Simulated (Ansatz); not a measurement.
Au9⁺, relaxed as a singlet with RKS PBE0-D4/def2-SVP in Ansatz, starting from the GFN2-xTB geometry. Force threshold 0.02 eV/Å.

In the def2 sets Au takes a core potential; there is no spin–orbit coupling. Another isomer (singlet) lies 1.05 eV lower at PBE0-D4/def2-TZVP; other spin states weren't run for this one.

Start:

```xyz
9

Au    4.189    1.139    0.667
Au   -2.499    2.351   -0.524
Au    3.965   -1.236    1.539
Au    0.108   -2.367   -0.140
Au    0.128    2.332    0.207
Au   -2.535   -2.254   -0.832
Au    1.586   -0.059    0.429
Au   -1.110    0.011   -0.283
Au   -3.833    0.083   -1.061
```

Question: Estimate the energy that the relaxation releases and the steps that it takes.

Answer: 6.1 kcal/mol, in 12 steps; 8.7 min on 4 threads of Arm Neoverse N1 on a shared host. No frequencies were taken in this run, so the end may be a saddle point.

Question: Does the start keep its bonding?

Answer: Bonds formed: Au1–Au5 (atoms count from 1).

Question: Predict the relaxed structure.

Answer: 
```xyz
9

Au    3.2485    1.5704    0.9176
Au   -2.0541    2.3574   -0.5075
Au    4.1774   -0.8806    1.1806
Au   -0.0323   -2.6487   -0.0932
Au    0.5599    2.0955    0.1365
Au   -2.7027   -2.1579   -0.7043
Au    1.5802   -0.5217    0.4349
Au   -1.0171   -0.1142   -0.2994
Au   -3.7597    0.2998   -1.0652
```
Bond lengths (bridged metal pairs left out): 16 × Au–Au 2.63 to 2.88 Å.
